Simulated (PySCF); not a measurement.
These compounds are isomers of formula C₄H₈O₃Si₂.

A. `O=C=C(C=O)[C@@H]([SiH3])O[SiH3]`
B. SMILES C=C[C@@H]1[SiH2]O[SiH2]OC1=O
C. `C=C[SiH2]O[Si](C#C)(O)O`

Spectrum 1. ¹H NMR (500 MHz, computed): δ 6.65 (m, 1H), 5.44 (m, 1H), 5.34 (m, 1H), 5.16 (m, 1H), 5.16 (m, 1H), 5.09 (m, 1H), 4.95 (m, 1H), 3.44 (m, 1H). ¹³C{¹H} NMR (computed): δ 173.3 (C), 138.5 (CH), 121.5 (CH2), 51.5 (CH).

Spectrum 2. ¹H NMR (500 MHz, computed): δ 9.86 (s, 1H), 4.95 (s, 3H), 4.41 (q, 1H), 3.97 (d, 3H). ¹³C{¹H} NMR (computed): δ 205.9 (C), 186.0 (CH), 64.0 (C), 62.7 (CH).

Spectrum 3. ¹H NMR (500 MHz, computed): δ 6.60 (m, 1H), 6.48 (m, 1H), 5.96 (m, 1H), 5.41 (d, 2H), 2.24 (br s, 2H), 1.60 (s, 1H). ¹³C{¹H} NMR (computed): δ 146.3 (CH), 141.9 (CH2), 95.6 (CH), 88.1 (C).

Calculated, not measured (PySCF 2.14.0 with density-fitted response routines): GIAO PBE0/pcSseg-1 shieldings, geometry: GFN2-xTB. One averaged value for each set of equivalent atoms, non-relativistic Hamiltonian, gas phase, single conformer.

References, each an isolated molecule treated in the same way: ¹H and ¹³C vs TMS. Where no couplings were computed, multiplicities follow the n + 1 count of equivalent neighbours, and m marks all less simple cases (inequivalent or close neighbours, rings, F or P nearby). Shifts are as computed. Against solution values, carbons near 30 ppm lie about +3 ppm off and those near 130 ppm about +5 ppm. Of 1309 compounds with measured shifts, 239 miss one by over three times the rms of a fit or turn the order of signals round; such compounds aren't used in these exercises. OH and NH positions are gas-phase values without hydrogen bonding to other molecules.

**Question.** Match each spectrum to its structure.

**Answer.** 1–B, 2–A, 3–C.

- Spectrum 1 (B): 4 ¹³C signals; δC 138.5 is an alkene CH; δC 121.5 is a terminal =CH2 carbon.
- Spectrum 2 (A): 4 ¹³C signals; δC 186.0 is an aldehyde carbonyl carbon; δC 62.7 is an allylic sp3 CH bonded to O and Si.
- Spectrum 3 (C): 4 ¹³C signals; δC 146.3 is an alkene CH; δC 141.9 is a terminal =CH2 carbon.
